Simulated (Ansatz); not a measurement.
Cost and result for the atomization energy of C₃H₄FI (`C/C(I)=C\F`) (9 atoms, 8 bonds).

```xyz
9

C     0.041    1.126   -0.278
C    -0.371   -0.273    0.001
I    -2.389   -0.742   -0.248
C     0.424   -1.254    0.395
F     1.734   -1.048    0.582
H    -0.186    1.399   -1.311
H     1.114    1.241   -0.112
H    -0.492    1.825    0.370
H     0.125   -2.274    0.599
```

Total charge 0; spin multiplicity 1. Correlated methods include outer-core shells of I, which these sets cover unevenly. I takes the def2 core potential. The geometry is a stationary point of PBE0-D4/def2-TZVP. Program: Ansatz. All runs use 4 threads of an Arm Neoverse N1 on a shared host. Times are those of one run each, without the atoms' runs, and a repeat can differ threefold. Electronic energies, without spin–orbit coupling; frozen cores. CCSD(T)/CBS adds CCSD(T) − MP2 in def2-TZVPP to the MP2 limit, and its time is that of the two runs behind it. T1 = 0.010. With those shells the extrapolation isn't a true limit. B3LYP takes the VWN-RPA correlation (the form of Gaussian; ORCA's B3LYP/G). HSE06 is the plane-wave form, built on full-range PBE exchange.

CCSD(T)/CBS is a level of theory with its own doubt, some kJ/mol a heavy atom from the limit and from the frozen cores, so smaller differences don't rank the functionals.

```tsv
level	functions	wall time	atomization (kcal/mol)	difference from CCSD(T)/CBS	per bond
PBE-D4/def2-TZVPP (with forces)	230	3.7 s	855.0	29.0	3.6
HSE06-D4/def2-TZVPP	230	4.9 s	834.7	8.7	1.1
BHLYP-D4/def2-TZVPP	230	6.5 s	793.3	-32.7	-4.1
B3LYP-D4/def2-TZVPP (with forces)	230	7 s	823.9	-2.1	-0.3
r2SCAN-D4/def2-TZVPP (with forces)	230	7.5 s	829.2	3.2	0.4
r2SCANh-D4/def2-TZVPP	230	8 s	822.5	-3.5	-0.4
B2PLYP/def2-TZVPP	230	9 s	816.4	-9.6	-1.2
PBE-QIDH/def2-TZVPP	230	9.5 s	824.1	-1.9	-0.2
ωB97X-V/def2-TZVPP	230	12 s	824.1	-1.9	-0.2
CCSD(T)/def2-SVP	102	12 s	785.7	-40.3	-5.0
MP2/def2-QZVPP	430	33 s	838.7	12.7	1.6
CCSD(T)/def2-TZVPP	230	5.7 min	804.0	-22.0	-2.7
CCSD(T)/CBS(def2)	–	6.2 min	826.0	0.0	0.0
```

Leaving LDA and LC-ωPBE aside and taking each functional with its dispersion term where it has one, the values spread over 61.6 kcal/mol, from BHLYP-D4 to PBE-D4. LDA lies +114.4 kcal/mol from PBE without D4, its usual overbinding. In def2-TZVPP, CCSD(T) changes the Hartree–Fock value by +214.8 kcal/mol (the triples alone add +16.1 kcal/mol) and MP2 by +236.5 kcal/mol; breaking electron pairs costs correlation energy, which Hartree–Fock lacks. From r2SCAN to r2SCAN0 (25 % exact exchange), in def2-TZVPP and without D4, the atomization energy moves by −16.5 kcal/mol: exact exchange takes away binding that semilocal exchange gives to molecules.

Spin–orbit coupling would lower the free I atoms strongly, and the atomization energy with them, by more than many differences here.
